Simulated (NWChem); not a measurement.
Species: BH2F; SMILES BF

```xyz
4

B      0.0000     0.0000     0.6748
H      0.0000    -1.0578     1.2336
H      0.0000     1.0578     1.2336
F      0.0000     0.0000    -0.6490
```
Atoms are numbered in this order, from 1.

Coordinates come from a B3LYP/6-31G* (spherical d) optimisation. B3LYP is NWChem's, with the RPA form of VWN correlation.

Symmetry labels are those of C2v in the frame above (b1 and b2, or b-type labels, depend on it). States above −ε(HOMO) = 9.2 eV lie in this functional's continuum and hang on the basis.

Q: List the 4 lowest vertical singlet excitations from B3LYP/def2-SVPD, TDA (NWChem).

A: 
| state | energy (eV) | oscillator strength | symmetry | leading excitation (squared amplitude) |
|---|---|---|---|---|
| S1 | 6.04 | 0.000 | a2 | HOMO → LUMO (1.00) |
| S2 | 8.74 | 0.043 | b2 | HOMO → LUMO+1 (0.99) |
| S3 | 9.81 | 0.090 | b1 | HOMO−1 → LUMO (0.94) |
| S4 | 9.84 | 0.032 | b2 | HOMO → LUMO+2 (0.99) |
